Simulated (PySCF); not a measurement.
Si(Br)(Me)(OH)2 (CH5BrO2Si), SMILES C[Si](O)(O)Br. Geometry: PBE-D3(BJ)/def2-SVP. Other conformers were not sampled.

Computed equilibrium geometry at PBE-D3(BJ)/def2-SVP (PySCF confirms it by a frequency run) as Cartesian coordinates in Å (one conformer of several):
```xyz
10

C      2.2107    -0.0080    -0.5392
Si     0.3818     0.2556    -0.7200
O     -0.3105    -0.6336    -1.9572
O      0.1524     1.8822    -0.9920
Br    -0.6695    -0.4043     1.1797
H      2.6177     0.6462     0.2564
H      2.7209     0.2368    -1.4928
H      2.4305    -1.0614    -0.2789
H     -0.9211    -1.3285    -1.6552
H     -0.7613     2.1375    -1.2107
```
